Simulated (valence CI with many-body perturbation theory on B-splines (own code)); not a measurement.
## Energy levels of Pb51+

Calculated by configuration interaction combined with many-body perturbation theory (CI+MBPT): three valence electrons over a frozen Dirac-Fock core [Ar] 3d10, radial functions for each j: 11 s, 11 p, 10 d, 8 f, 5 g, 2 h, with the one-electron correlation potential Σ1, the two-electron term Σ2, the three-electron term Σ3, Breit, model QED; selected CI, second order for the rest, scaled by the run's own slope (own B-spline code, finite nucleus).

The last digits are not significant, and no measured levels were compared; by estimate large intervals hold to a few tenths of a per cent, small ones and those within an open d or f shell to about a per cent.

Levels 91 to 135 of 174, with energies above the lowest level, (4s^2 4p1/2) J=1/2. "Leading %" is the weight of the configuration and term that name the level; weights of strongly mixed levels are sums over their largest components and can fall short, so below about 35 % the name and the second component can differ from the true leading terms, or belong to a minority configuration. In the jj column 3d3/2^4 stands for four electrons in 3d with j = 3/2. Lifetimes count E1, E2, E3, M1 and M2 decay at the calculated energies, and are blank where another channel may lead or the interval is too uncertain; long ones can be off by a factor of two.

| No. | Configuration | Term | J | E (eV) | Leading % | g | Lifetime | Leading jj |
| --- | --- | --- | --- | --- | --- | --- | --- | --- |
| 91 | 4s4p4f | ²D | 3/2 | 888.5 | 49 | 0.925 | 868 fs | 4s 4p3/2 4f7/2 (54 %) |
| 92 | 4s4p4f | ²D | 3/2 | 889.5 | 88 | 0.789 | 689 fs | 4s 4p3/2 4f5/2 (71 %) |
| 93 | 4s4p4f | ²F | 7/2 | 890.0 | 46 | 1.098 | 565 fs | 4s 4p3/2 4f7/2 (49 %) |
| 94 | 4s4d² | ²F | 7/2 | 893.4 | 39 | 1.065 | 661 fs | 4s 4d5/2^2 (30 %) |
| 95 | 4s4p4f | ²G | 9/2 | 894.9 | 81 | 1.123 | 711 fs | 4s 4p3/2 4f7/2 (87 %) |
| 96 | 4s4p4f | ²D | 5/2 | 895.3 | 36 | 1.240 | 691 fs | 4s 4d5/2^2 (47 %) |
| 97 | 4s4d² | ²G | 9/2 | 903.4 | 34 | 1.190 | 678 fs | 4s 4d5/2^2 (50 %) |
| 98 | 4s4p4f | ²D | 5/2 | 907.1 | 43 | 1.212 | 640 fs | 4s 4p3/2 4f7/2 (53 %) |
| 99 | 4s4d² | ²P | 3/2 | 910.3 | 41 | 1.046 | 815 fs | 4s 4d5/2^2 (80 %) |
| 100 | 4s4d² | ²S | 1/2 | 913.2 | 65 | 1.815 | 883 fs | 4s 4d5/2^2 (92 %) |
| 101 | 4s4d² | ²F | 7/2 | 913.9 | 28 | 1.043 | 599 fs | 4s 4d5/2^2 (52 %) |
| 102 | 4p4d² | ⁴G° | 5/2 | 927.8 | 53 | 0.740 | 1.33 ps | 4p1/2 4d3/2^2 (98 %) |
| 103 | 4p²4d | ²D | 3/2 | 933.8 | 36 | 1.125 | 251 fs | 4p3/2^2 4d3/2 (96 %) |
| 104 | 4p²4d | ⁴P | 1/2 | 939.3 | 42 | 1.551 | 246 fs | 4p3/2^2 4d3/2 (92 %) |
| 105 | 4p²4d | ²D | 5/2 | 939.6 | 24 | 1.187 | 247 fs | 4p3/2^2 4d3/2 (86 %) |
| 106 | 4p²4d | ²F | 7/2 | 946.5 | 47 | 1.100 | 228 fs | 4p3/2^2 4d3/2 (86 %) |
| 107 | 4p4d² | ²P° | 1/2 | 947.8 | 43 | 0.647 | 534 fs | 4p1/2 4d3/2^2 (98 %) |
| 108 | 4p4d² | ²D° | 3/2 | 951.2 | 39 | 0.765 | 277 fs | 4p1/2 4d3/2^2 (97 %) |
| 109 | 4p²4d | ²D | 3/2 | 952.2 | 63 | 0.894 | 250 fs | 4p3/2^2 4d3/2 (89 %) |
| 110 | 4p²4d | ⁴F | 9/2 | 963.4 | 58 | 1.237 | 430 fs | 4p3/2^2 4d5/2 (95 %) |
| 111 | 4p²4d | ²F | 7/2 | 963.5 | 52 | 1.224 | 412 fs | 4p3/2^2 4d5/2 (93 %) |
| 112 | 4p4d² | ⁴G° | 7/2 | 966.0 | 51 | 1.011 | 2.46 ps | 4p1/2 4d3/2 4d5/2 (91 %) |
| 113 | 4p4d² | ²D° | 5/2 | 968.4 | 24 | 1.044 | 1.83 ps | 4p1/2 4d3/2 4d5/2 (92 %) |
| 114 | 4p4d² | ²H° | 9/2 | 969.1 | 46 | 0.998 | 3.20 ps | 4p1/2 4d3/2 4d5/2 (80 %) |
| 115 | 4p²4d | ²P | 1/2 | 970.0 | 51 | 1.309 | 383 fs | 4p3/2^2 4d5/2 (93 %) |
| 116 | 4p4d² | ⁴D° | 3/2 | 971.8 | 39 | 1.143 | 1.64 ps | 4p1/2 4d3/2 4d5/2 (94 %) |
| 117 | 4p4d² | ⁴P° | 1/2 | 973.9 | 50 | 1.777 | 1.55 ps | 4p1/2 4d3/2 4d5/2 (100 %) |
| 118 | 4p²4d | ²D | 5/2 | 977.3 | 75 | 1.202 | 463 fs | 4p3/2^2 4d5/2 (98 %) |
| 119 | 4p4d² | ²F° | 7/2 | 984.8 | 25 | 1.069 | 496 fs | 4p1/2 4d3/2 4d5/2 (66 %) |
| 120 | 4p4d² | ⁴F° | 5/2 | 985.9 | 15 | 1.102 | 432 fs | 4p1/2 4d3/2 4d5/2 (78 %) |
| 121 | 4p²4d | ²P | 3/2 | 987.7 | 42 | 1.177 | 321 fs | 4p3/2^2 4d5/2 (92 %) |
| 122 | 4p²4f | ²G° | 7/2 | 990.2 | 60 | 0.924 | 755 fs | 4p1/2 4p3/2 4f5/2 (90 %) |
| 123 | 4p4d² | ⁴D° | 3/2 | 991.4 | 26 | 1.179 | 403 fs | 4p1/2 4d3/2 4d5/2 (76 %) |
| 124 | 4p²4d | ²D | 5/2 | 992.1 | 50 | 1.145 | 294 fs | 4p3/2^2 4d5/2 (90 %) |
| 125 | 4p²4f | ⁴G° | 5/2 | 992.1 | 44 | 0.899 | 622 fs | 4p1/2 4p3/2 4f5/2 (92 %) |
| 126 | 4p²4f | ⁴F° | 3/2 | 995.3 | 64 | 0.653 | 555 fs | 4p1/2 4p3/2 4f5/2 (84 %) |
| 127 | 4p²4f | ⁴G° | 9/2 | 997.4 | 36 | 1.076 | 886 fs | 4p1/2 4p3/2 4f5/2 (53 %) |
| 128 | 4p²4f | ⁴D° | 7/2 | 997.7 | 44 | 1.239 | 975 fs | 4p1/2 4p3/2 4f7/2 (71 %) |
| 129 | 4p²4f | ²F° | 5/2 | 998.4 | 46 | 0.998 | 672 fs | 4p1/2 4p3/2 4f5/2 (72 %) |
| 130 | 4p²4f | ²D° | 3/2 | 1001.5 | 45 | 1.020 | 761 fs | 4p1/2 4p3/2 4f5/2 (86 %) |
| 131 | 4p²4f | ⁴F° | 9/2 | 1001.9 | 31 | 1.189 | 883 fs | 4p1/2 4p3/2 4f7/2 (73 %) |
| 132 | 4p²4f | ²P° | 1/2 | 1003.3 | 59 | 0.415 | 825 fs | 4p1/2 4p3/2 4f5/2 (96 %) |
| 133 | 4p²4f | ²G° | 9/2 | 1003.8 | 25 | 1.150 | 1.13 ps | 4p1/2 4p3/2 4f7/2 (61 %) |
| 134 | 4p²4f | ²H° | 11/2 | 1004.7 | 61 | 1.148 | 1.13 ps | 4p1/2 4p3/2 4f7/2 (96 %) |
| 135 | 4p²4f | ²F° | 7/2 | 1004.8 | 47 | 1.106 | 876 fs | 4p1/2 4p3/2 4f7/2 (75 %) |

Where two levels of one J and parity lie close, their mixing, g and order are uncertain.
